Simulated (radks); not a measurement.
Q: Re68+, configuration [He] 2s2 2p3. Method: Dirac Kohn-Sham, PBE, spin-unpolarised, spherical densities, point nucleus; open shells are shared between the two j in proportion to 2j + 1; computed with a radial shooting solver on a logarithmic mesh with Libxc functionals.

Spin-orbit splittings of the eigenvalues, e(l+1/2) - e(l-1/2), with zeta = 2 splitting/(2l+1) and mean radii in bohr:

| shell | occ. | splitting (eV) | zeta (eV) | <r> j=l-1/2 | <r> j=l+1/2 |
|---|---|---|---|---|---|
| 2p | 3 | ? | ? | 0.06027 | 0.06779 |
| 3p | 0 | 443.6 | 295.7 | 0.1614 | 0.1722 |

Estimate the 2p splitting.

A: 1556 eV (zeta = 1038 eV).
